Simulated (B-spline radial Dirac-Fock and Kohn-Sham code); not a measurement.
Core and valence levels of Sm⁴⁷⁺

System: Sm⁴⁷⁺ in the configuration 1s2 2s2 2p6 3s2 3p3; nuclear rms radius 5.0819 fm (A = 152).

The run's input, task.json:

```json
{"items": [{
  "Z": 62,
  "q": 47,
  "cfg": [[1, 0, 2], [2, 0, 2], [2, 1, 6], [3, 0, 2], [3, 1, 3]],
  "A": 152,
  "rrms": 5.0819,
  "do": ["binding"]
}]}
```

Launch: `python xray_run.py task.json out`

Level of theory: Dirac-Fock energy differences between relaxed states, corrected for Breit and QED terms; an atomic code on a B-spline grid. No correlation. Energies are counted from the vacuum level. Subshells whose hole state is unreliable or did not converge are left out.

All terms are in eV, carry their sign (relaxation lowers the binding energy) and add up to the binding energy; ⟨r⟩ is the mean radius of the orbital in the initial state.

| subshell | −ε (Koopmans) | relaxation | Gaunt | retardation | QED | binding energy | ⟨r⟩ (bohr) |
| --- | --- | --- | --- | --- | --- | --- | --- |
| K (1s) | 50291.5 | -28.51 | -139.74 | 11.68 | -66.23 | 50068.7 | 0.023 |
| L1 (2s) | 10842.5 | -5.56 | -14.57 | 0.92 | -9.20 | 10814.1 | 0.095 |
| L3 (2p3/2) | 9827.1 | -6.74 | -17.10 | 3.22 | -0.68 | 9805.8 | 0.086 |
| M1 (3s) | 4268.9 | -0.60 | -3.57 | 0.36 | -2.46 | 4262.7 | 0.232 |
| M2,3 (3p) | 4028.4 | -0.66 | -4.78 | 0.92 | -0.15 | ? | 0.229 |

Question: Which binding energy belongs in the row of M2,3 (3p)?

Answer: 4023.8 eV, the sum of the terms in that row (to rounding).

For the deepest level, K (1s), the Breit terms make up -0.256 % of the binding energy, QED -0.132 % and orbital relaxation -0.057 %.

Going to the tabulated ground configuration of the next ion removes an electron from M2,3 (3p), computed at 4023.8 eV. NIST lists 3971 ± 4 eV as the ionisation energy of this species (theoretical), -52.76 eV from the computed value. Where a p, d or f shell is open in either ion the computed value averages over both j values and all terms, while the table refers to the lowest levels; that difference holds spin-orbit splitting (largest in heavy or highly charged ions), term energies where several electrons share open shells, and correlation, and it can reach 10 % or more.
